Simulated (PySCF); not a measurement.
Isomers of C7H7FO, one GFN2-xTB conformer each. Single-point energies are computed at PBE0/pcSseg-1 (PySCF, gas phase, no added dispersion term), electronic only.

Task: Rank them by PBE0/pcSseg-1 energy, lowest first (kJ/mol).
A. `[CH:1]#[C:2][C@@H:3]1[CH2:4][C:5](=[O:6])[C@@H:7]([F:8])[CH2:9]1` with C2–C3–C4–C5 -89°, C3–C4–C5–O6 170°, C4–C5–C7–F8 -136°, C5–C7–C9–C3 32°
B. `[CH2:1]=[C:2]1[CH:3]=[CH:4][C:5]([O:6][CH3:7])=[C:8]1[F:9]` with C4–C5–O6–C7 180°
C. `[OH:1][CH2:2][C@@:3]12[CH:4]=[CH:5][C@H:6]3[C@@H:7]1[C@@:8]23[F:9]` with H–O1–C2–C3 55°, O1–C2–C3–C4 -71°

Result: B (0.0), A (3.6), C (135.3).

As drawn, the highest has a three-membered ring, an O–H bond and a quaternary carbon, which the lowest lacks. Neighbours under 10 kJ/mol apart (C=C1C=CC(OC)=C1F and C#C[C@@H]1CC(=O)[C@@H](F)C1) can change places with a better method, another conformer or zero-point energy. GFN2-xTB itself gives, in the same order: 0.0, 21.0, 118.0. Both levels put the same isomer lowest; measured from each level's own lowest isomer, the values differ by up to 17.4 kJ/mol (C#C[C@@H]1CC(=O)[C@@H](F)C1: 21.0 against 3.6).

Task: Which frontier levels, dipoles and rotational constants go with these structures?

Result: 
```csv
SMILES,"HOMO (eV, PBE0/pcSseg-1)",LUMO (eV),dipole (D),"A, B, C (MHz)"
C=C1C=CC(OC)=C1F,-5.95,-1.86,0.22,"2981, 1426, 970.4"
C#C[C@@H]1CC(=O)[C@@H](F)C1,-7.42,-1.18,3.66,"2630, 1270, 1071"
OC[C@@]12C=C[C@H]3[C@@H]1[C@]32F,-6.95,-0.13,1.61,"2510, 1584, 1161"
```
